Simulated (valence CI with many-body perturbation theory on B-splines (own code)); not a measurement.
# E1 transitions of Br XXX

Calculated by relativistic CI+MBPT: four valence electrons over a frozen Dirac-Fock core [He], a basis of 11 s, 11 p, 10 d, 8 f, 5 g, 2 h functions for each j, with the one-electron correlation potential Σ1 (screened to all orders), the two-electron term Σ2, the three-electron term Σ3, Breit, model QED; selected single and double excitations, second order for the rest, scaled by the run's own slope (own B-spline code, finite nucleus).

The last digits are not significant, and no measured levels were compared; by estimate large intervals hold to a few tenths of a per cent, small ones and those within an open d or f shell to about a per cent. Among the levels kept, up to 1100 cm⁻¹ of a level comes from second order outside the variational space, and about a tenth of that is noise between levels of different J, which matters for small intervals.

Lines 1 to 50 of 548 in falling wavelength, among levels below 167.76 Ry, chosen from the strongest by gf and those to the six lowest levels. Wavelengths and rates use the calculated energies. Electric multipoles are in the length gauge with retardation, E1 and E2 with the static RPA response of the core. Weak lines are less certain than strong ones. Lines between different terms over intervals too small for the method are left out, as are lines whose strength nearly cancels. Where a level lies close to another of its J and parity, the split of strength between their lines is uncertain. The highest levels of a list are the least certain.

Levels are named by their leading jj configuration (3d3/2^4 stands for four electrons in 3d with j = 3/2), which in mixed levels can hold well under half, so a name can repeat and another be missing. Letters in brackets count levels of one name in rising energy.

| λ vac (nm) | Upper | Lower | A (s⁻¹) | S (a.u.) |
| --- | --- | --- | --- | --- |
| 47.07 | (2p1/2 2p3/2^2 3p1/2) J=3 | (2p1/2 2p3/2^2 3s) J=2 [b] | 3.54e+08 | 1.28e-01 |
| 42.49 | (2p1/2 2p3/2^2 3p1/2) J=1 [a] | (2p1/2 2p3/2^2 3s) J=2 [a] | 1.06e+09 | 1.21e-01 |
| 42.04 | (2s 2p1/2 2p3/2 3p1/2) J=2 [c] | (2s 2p1/2 2p3/2 3s) J=2 [c] | 6.09e+08 | 1.12e-01 |
| 40.59 | (2p1/2 2p3/2^2 3p1/2) J=3 | (2p1/2 2p3/2^2 3s) J=3 | 8.14e+08 | 1.88e-01 |
| 38.31 | (2p1/2^2 2p3/2 3p1/2) J=1 | (2p1/2^2 2p3/2 3s) J=2 | 1.46e+09 | 1.22e-01 |
| 38.17 | (2s 2p1/2 2p3/2 3p1/2) J=2 [c] | (2s 2p1/2 2p3/2 3s) J=1 [b] | 8.94e+08 | 1.23e-01 |
| 37.15 | (2s 2p1/2 2p3/2 3p1/2) J=1 [a] | (2s 2p1/2 2p3/2 3s) J=2 [a] | 1.31e+09 | 9.96e-02 |
| 37.13 | (2p1/2^2 2p3/2 3p1/2) J=2 | (2p1/2^2 2p3/2 3s) J=2 | 1.40e+09 | 1.76e-01 |
| 36.53 | (2p1/2 2p3/2^2 3p1/2) J=2 [a] | (2p1/2 2p3/2^2 3s) J=2 [a] | 9.95e+08 | 1.20e-01 |
| 36.26 | (2s 2p1/2 2p3/2 3d3/2) J=4 | (2s 2p1/2 2p3/2 3p3/2) J=4 | 5.81e+08 | 1.23e-01 |
| 36.15 | (2s 2p1/2^2 3p1/2) J=1 | (2s 2p1/2^2 3s) J=1 | 1.63e+09 | 1.14e-01 |
| 36.05 | (2s 2p3/2^2 3p1/2) J=3 | (2s 2p3/2^2 3s) J=2 [a] | 1.01e+09 | 1.64e-01 |
| 34.68 | (2s 2p1/2 2p3/2 3d5/2) J=5 | (2s 2p1/2 2p3/2 3p3/2) J=4 | 2.04e+09 | 4.63e-01 |
| 34.38 | (2s 2p3/2^2 3d5/2) J=4 [a] | (2s 2p3/2^2 3p3/2) J=4 | 5.60e+08 | 1.01e-01 |
| 34.37 | (2s 2p3/2^2 3d5/2) J=3 [b] | (2s 2p3/2^2 3p3/2) J=2 [b] | 9.18e+08 | 1.29e-01 |
| 34.18 | (2s 2p3/2^2 3p1/2) J=1 [a] | (2s 2p3/2^2 3s) J=2 [b] | 1.66e+09 | 9.79e-02 |
| 34.17 | (2s 2p3/2^2 3d5/2) J=4 [a] | (2s 2p3/2^2 3p3/2) J=3 [a] | 1.45e+09 | 2.58e-01 |
| 33.94 | (2s 2p1/2 2p3/2 3p1/2) J=3 | (2s 2p1/2 2p3/2 3s) J=3 | 1.41e+09 | 1.91e-01 |
| 33.51 | (2s 2p3/2^2 3d5/2) J=5 | (2s 2p3/2^2 3p3/2) J=4 | 2.29e+09 | 4.69e-01 |
| 33.50 | (2s 2p1/2 2p3/2 3d5/2) J=4 [a] | (2s 2p1/2 2p3/2 3p3/2) J=3 [a] | 2.04e+09 | 3.41e-01 |
| 33.47 | (2s 2p3/2^2 3d5/2) J=3 [a] | (2s 2p3/2^2 3p3/2) J=2 [a] | 1.21e+09 | 1.57e-01 |
| 33.40 | (2p1/2^2 2p3/2 3d5/2) J=4 | (2p1/2^2 2p3/2 3p3/2) J=3 | 2.18e+09 | 3.61e-01 |
| 32.76 | (2s 2p1/2 2p3/2 3d5/2) J=2 [c] | (2s 2p1/2 2p3/2 3p3/2) J=1 [c] | 1.07e+09 | 9.25e-02 |
| 32.49 | (2s 2p1/2^2 3d5/2) J=3 | (2s 2p1/2^2 3p3/2) J=2 | 2.37e+09 | 2.80e-01 |
| 32.34 | (2s^2 2p3/2 3p1/2) J=1 | (2s^2 2p3/2 3s) J=2 | 1.74e+09 | 8.71e-02 |
| 32.17 | (2s 2p3/2^2 3d5/2) J=3 [d] | (2s 2p3/2^2 3p3/2) J=2 [c] | 1.81e+09 | 2.08e-01 |
| 31.98 | (2p1/2 2p3/2^2 3p3/2) J=2 [a] | (2p1/2 2p3/2^2 3s) J=1 [a] | 1.64e+09 | 1.32e-01 |
| 31.86 | (2s 2p3/2^2 3d3/2) J=3 | (2s 2p3/2^2 3p3/2) J=3 [a] | 7.59e+08 | 8.48e-02 |
| 31.86 | (2s 2p3/2^2 3d5/2) J=4 [b] | (2s 2p3/2^2 3p3/2) J=3 [b] | 2.37e+09 | 3.40e-01 |
| 31.81 | (2s 2p1/2 2p3/2 3p1/2) J=2 [a] | (2s 2p1/2 2p3/2 3s) J=2 [a] | 1.83e+09 | 1.45e-01 |
| 31.78 | (2s 2p1/2 2p3/2 3d5/2) J=3 [c] | (2s 2p1/2 2p3/2 3p3/2) J=2 [c] | 2.05e+09 | 2.27e-01 |
| 31.61 | (2s 2p1/2 2p3/2 3p3/2) J=1 [a] | (2s 2p1/2 2p3/2 3s) J=1 [a] | 2.04e+09 | 9.53e-02 |
| 31.59 | (2s 2p1/2 2p3/2 3d5/2) J=4 [c] | (2s 2p1/2 2p3/2 3p3/2) J=3 [c] | 2.66e+09 | 3.73e-01 |
| 31.55 | (2s^2 2p3/2 3d5/2) J=4 | (2s^2 2p3/2 3p3/2) J=3 | 2.45e+09 | 3.42e-01 |
| 31.51 | (2s 2p3/2^2 3p1/2) J=2 [b] | (2s 2p3/2^2 3s) J=2 [b] | 1.65e+09 | 1.27e-01 |
| 31.09 | (2s 2p3/2^2 3d5/2) J=3 [c] | (2s 2p3/2^2 3p3/2) J=2 [b] | 1.47e+09 | 1.53e-01 |
| 30.99 | (2s 2p1/2 2p3/2 3d5/2) J=3 [d] | (2s 2p1/2 2p3/2 3p3/2) J=2 [d] | 2.09e+09 | 2.14e-01 |
| 30.89 | (2p1/2 2p3/2^2 3p3/2) J=3 [b] | (2p1/2 2p3/2^2 3s) J=2 [b] | 2.06e+09 | 2.10e-01 |
| 30.84 | (2s 2p3/2^2 3d5/2) J=2 [c] | (2s 2p3/2^2 3p3/2) J=1 [c] | 1.78e+09 | 1.29e-01 |
| 30.50 | (2s^2 2p1/2 3d5/2) J=3 | (2s^2 2p1/2 3p3/2) J=2 | 2.76e+09 | 2.70e-01 |
| 30.45 | (2s 2p1/2 2p3/2 3d5/2) J=2 [d] | (2s 2p1/2 2p3/2 3p3/2) J=1 [d] | 2.30e+09 | 1.60e-01 |
| 30.30 | (2s^2 2p3/2 3p1/2) J=2 | (2s^2 2p3/2 3s) J=2 | 2.30e+09 | 1.58e-01 |
| 30.29 | (2p1/2^2 2p3/2 3d5/2) J=3 | (2p1/2^2 2p3/2 3p3/2) J=2 | 2.94e+09 | 2.83e-01 |
| 30.18 | (2s 2p1/2 2p3/2 3d5/2) J=3 [a] | (2s 2p1/2 2p3/2 3p3/2) J=2 [a] | 1.78e+09 | 1.69e-01 |
| 29.95 | (2s 2p3/2^2 3d5/2) J=2 [a] | (2s 2p3/2^2 3p3/2) J=2 [a] | 1.49e+09 | 9.85e-02 |
| 29.47 | (2s^2 2p1/2 3d5/2) J=2 | (2s^2 2p1/2 3p3/2) J=1 | 2.69e+09 | 1.70e-01 |
| 29.40 | (2s^2 2p3/2 3d3/2) J=3 | (2s^2 2p3/2 3p3/2) J=3 | 8.92e+08 | 7.83e-02 |
| 29.39 | (2s 2p1/2^2 3p3/2) J=1 | (2s 2p1/2^2 3s) J=0 | 2.75e+09 | 1.03e-01 |
| 29.26 | (2s 2p3/2^2 3d5/2) J=2 [b] | (2s 2p3/2^2 3p3/2) J=1 [b] | 1.81e+09 | 1.12e-01 |
| 29.15 | (2s 2p1/2 2p3/2 3p3/2) J=2 [b] | (2s 2p1/2 2p3/2 3s) J=2 [b] | 2.84e+09 | 1.74e-01 |
